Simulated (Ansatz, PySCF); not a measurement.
Spin gap between two states, R1 and P1; the higher of the two is an excited state, each structure at its B3LYP-D3(BJ)/def2-TZVP stationary point, reached from a drawn start (curvature not checked).
R1, C4H4 (SMILES C1=CC=C1) (charge 0, multiplicity 1, Z-matrix in Å and degrees):
```
C
C 1 1.3298
H 1 1.0794 2 135.10
H 2 1.0794 1 135.10 3 0.00
C 2 1.5766 4 134.90 1 180.00
C 5 1.3298 2 90.00 4 180.00
H 5 1.0794 6 135.10 1 180.00
H 6 1.0794 5 135.10 7 0.00
```
P1, C4H4 (SMILES C1=CC=C1) (charge 0, multiplicity 3):
```xyz
8

C      0.719     0.719     0.000
C     -0.719     0.719     0.000
C     -0.719    -0.719     0.000
C      0.719    -0.719     0.000
H      1.481     1.481     0.000
H     -1.481     1.481     0.000
H     -1.481    -1.481     0.000
H      1.481    -1.481     0.000
```

P less R. No zero-point or thermal terms; singlets are restricted closed shells; open shells are unrestricted.

Programs: Ansatz (Gaussian orbitals); PySCF for the D3/D4 terms. No computed number here is a measurement.

**Question.** One of these levels gives 13.3 kJ/mol for the spin gap. Name it.
(A) r2SCAN/def2-TZVPP
(B) BLYP-D3(BJ)/def2-TZVPP
(C) PBE-D3(BJ)/def2-TZVPP
(D) BHLYP/def2-TZVPP

**Answer.** D, BHLYP/def2-TZVPP. The others give 22.3 (PBE-D3(BJ)/def2-TZVPP), 31.2 (BLYP-D3(BJ)/def2-TZVPP), -4.9 (r2SCAN/def2-TZVPP)

Ansatz is an electronic-structure program.
